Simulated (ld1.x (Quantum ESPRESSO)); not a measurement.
Ta (Z = 73): one change to a TM potential, before and after

- Element: tantalum
- Generator: ld1.x (Quantum ESPRESSO) 7.5
- Type: norm-conserving Troullier–Martins (Kleinman–Bylander form)
- Functional: PBEsol
- Relativity: scalar-relativistic
- Frozen core: [Xe] 4f14
- Valence charge: 5
- Reference configuration: 5d2 6s0 6p0 (charge +3)
- Partial waves: 6s (bound, empty): rc 2.20 bohr; 5d (bound): rc 2.10 bohr; 5f channel at 0.05 Ry: rc 2.55 bohr; 6p (bound, empty): rc 2.80 bohr
- Local potential: the p channel
- Core correction: none

Change: all radii scaled by about 1.22 (s 2.70, p 3.42, d 2.58, f 3.12 bohr).

Cutoffs: the cutoffs (Ry, on a coarse ladder) from which the occupation-weighted sum of valence levels, in a spherical-Bessel basis at the reference potential, stays within 10 and 1 mRy of its value at 400 Ry; they do not see the model core or the augmentation charge, which bear on the density cutoff. Errors are all-electron minus pseudo energies relative to the spin-unpolarised reference configuration.

What does the change do?

The potential gets softer (30 Ry and 35 Ry → 25 Ry and 30 Ry); of the 7 tests that both files solve, the error grows in 1 and shrinks in 1 by more than 15 % and 0.3 meV (median size 214.8 → 197.9 meV); neither file shows a bound ghost. A larger radius leaves more room for a smooth pseudo-wave, so fewer plane waves are needed.

```tsv
quantity	base	changed
cutoff, loose	30 Ry	25 Ry
cutoff, tight	35 Ry	30 Ry
bound ghosts	none	none
error for 5d3 6s2 6p0, meV [ΔE -47.09 eV]	+445	+390
error for 5d3 6s1 6p0, meV [ΔE -38.59 eV]	+215	+198
error for 5d3 6s0 6p0, meV [ΔE -23.61 eV]	-1.7	+6.1
error for 5d3.5 6s1.5 6p0, meV [ΔE -46.10 eV]	+307	+264
error for 5d3 6s0 6p1, meV [ΔE -33.46 eV]	+184	+187
error for 5d4 6s0 6p0, meV [ΔE -37.16 eV]	-90	-76
error for 5d2 6s2 6p1, meV [ΔE -44.06 eV]	+587	+546
```
